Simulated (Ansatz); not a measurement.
Computed with Ansatz on PBE0-D4/def2-TZVP structures; ΔE is electronic, products minus reactants. CCSD(T)/CBS is the MP2 limit (def2-TZVPP, def2-QZVPP) plus CCSD(T) − MP2 in def2-TZVPP, frozen cores. DFT in def2-TZVPP. For Ge, Se outer-core shells are correlated without core-valence functions, which leaves a few kJ/mol of doubt a bond. Scalar relativity is left out up to krypton. One conformer a species, not always the lowest.

Consider the cleavage of the Al–Ge bond: `[AlH2][GeH3]` + `N=C[SeH]` → `[AlH2]/[N]=C\[SeH]` + GeH₄.

| species | PBE0-D4 energy (Eh) |
| --- | --- |
| `[AlH2][GeH3]` | -2322.03765 |
| `N=C[SeH]` | -2495.83264 |
| `[AlH2]/[N]=C\[SeH]` | -2738.77538 |
| GeH₄ | -2079.12062 |

Question: Work out ΔE.

Answer: ΔE = (-2738.77538) + (-2079.12062) − (-2322.03765) − (-2495.83264) = -0.02571 Eh = -67.5 kJ/mol. CCSD(T)/CBS gives -71.7 kJ/mol.

Largest T1 diagnostic among the species: 0.013.

At CCSD(T), def2-SVP lies −9.4 kJ/mol from the extrapolated value and def2-TZVPP −1.3 kJ/mol. Leaving LDA and LC-ωPBE aside and taking each functional with its dispersion term where it has one, the values, not all of them listed here, spread over 19.0 kJ/mol, from B97M-V to PBE0-D4. LDA lies −7.2 kJ/mol from PBE without D4. From r2SCAN to r2SCAN0 (25 % exact exchange), in def2-TZVPP and without D4, ΔE moves by +4.0 kJ/mol.
